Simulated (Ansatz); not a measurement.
Consider the redistribution: `C[O][GeH]([CH3])[SH]` + `[CH3][SnH]([F])[NH]C(C)(C)C` → `C[O][GeH]([CH3])[NH]C(C)(C)C` + `[CH3][SnH]([F])[SH]`.

Computed with Ansatz on PBE0-D4/def2-TZVP structures; ΔE is electronic, products minus reactants. CBS: MP2 limit from def2 TZ/QZ plus the TZ coupled-cluster correction, frozen cores. DFT in def2-TZVPP. B3LYP here is the variant with VWN-RPA as its local correlation; programs differ in this. def2 core potentials past Kr. For Ge, Sn outer-core shells are correlated without core-valence functions, which leaves a few kJ/mol of doubt a bond. Scalar relativity is left out up to krypton. Each species was taken in one conformer, which may not be the lowest.

`C[O][GeH]([CH3])[SH]`:

```xyz
13

C     0.136   -0.481   -1.878
O     0.712   -1.015   -0.710
Ge    0.175   -0.420    0.878
C     0.451    1.495    1.040
S    -2.015   -0.753    1.111
H     0.515   -1.049   -2.730
H     0.406    0.573   -2.025
H    -0.958   -0.559   -1.870
H     0.974   -1.286    1.860
H    -0.188    2.030    0.337
H     1.494    1.735    0.828
H     0.208    1.822    2.052
H    -1.910   -2.091    1.107
```

`[CH3][SnH]([F])[NH]C(C)(C)C`:

```xyz
22

C    -2.016   -1.824    1.945
Sn   -1.907   -0.724    0.137
F    -2.795   -1.817   -1.188
N    -0.029   -0.714   -0.606
C     0.849    0.450   -0.492
C     0.821    0.923    0.957
C     0.425    1.594   -1.415
C     2.263    0.004   -0.851
H    -1.495   -2.771    1.806
H    -1.537   -1.264    2.749
H    -3.057   -2.014    2.208
H    -2.735    0.777    0.121
H    -0.025   -1.082   -1.551
H     1.515    1.752    1.112
H    -0.174    1.290    1.238
H     1.097    0.108    1.630
H     0.429    1.263   -2.457
H    -0.585    1.936   -1.175
H     1.100    2.450   -1.331
H     2.584   -0.805   -0.191
H     2.973    0.831   -0.767
H     2.298   -0.365   -1.880
```

`C[O][GeH]([CH3])[NH]C(C)(C)C`:

Z-matrix (Å, degrees):
```
C
O 1 1.402
H 1 1.100 2 112.4
H 1 1.099 2 112.3 3 -121.8
H 1 1.093 2 108.6 3 119.2
Ge 2 1.797 1 118.5 3 50.2
N 6 1.817 2 108.9 1 -163.9
C 6 1.943 2 109.8 1 78.3
H 6 1.543 2 105.2 1 -43.9
C 7 1.464 6 125.3 2 48.7
H 7 1.011 6 112.6 2 -91.9
H 8 1.091 6 110.5 2 -179.9
H 8 1.091 6 110.2 2 -59.9
H 8 1.091 6 110.0 2 59.6
C 10 1.522 7 109.1 6 40.2
C 10 1.529 7 111.1 6 -80.7
C 10 1.526 7 107.8 6 159.0
H 15 1.092 10 110.1 7 175.9
H 15 1.094 10 111.2 7 -65.0
H 15 1.093 10 110.8 7 56.0
H 16 1.092 10 110.2 7 59.5
H 16 1.094 10 110.4 7 -59.9
H 16 1.094 10 111.2 7 -179.6
H 17 1.094 10 110.6 7 59.7
H 17 1.093 10 111.1 7 179.3
H 17 1.092 10 110.4 7 -59.9
```

`[CH3][SnH]([F])[SH]`:

```xyz
9

C    -0.596    0.685   -1.001
Sn    0.825   -0.315    0.215
F     1.581    1.100    1.287
S    -0.185   -1.870    1.719
H    -1.127   -0.035   -1.624
H    -1.305    1.203   -0.356
H    -0.084    1.411   -1.632
H     2.165   -1.074   -0.509
H    -1.274   -1.104    1.900
```

(1) Is it downhill or uphill in electronic energy at CCSD(T)/CBS, and by how much? (Best estimate.)

(2) What do these levels give: PBE-D4, PBE, r2SCAN, B3LYP, SCS-MP2/def2-TZVPP, MP2/def2-QZVPP? (An estimate is asked.)

Largest T1 diagnostic among the species: 0.013.

Answers

(1) Computed: Downhill: ΔE = -24.2 kJ/mol.

(2) Computed: PBE-D4 -23.8, PBE -24.0, r2SCAN -25.3, B3LYP -27.3, SCS-MP2/def2-TZVPP -25.1, MP2/def2-QZVPP -24.0 kJ/mol.

In def2-TZVPP, CCSD(T) changes the Hartree–Fock value by +6.7 kJ/mol (the triples alone add +1.2 kJ/mol) and MP2 by +7.4 kJ/mol.
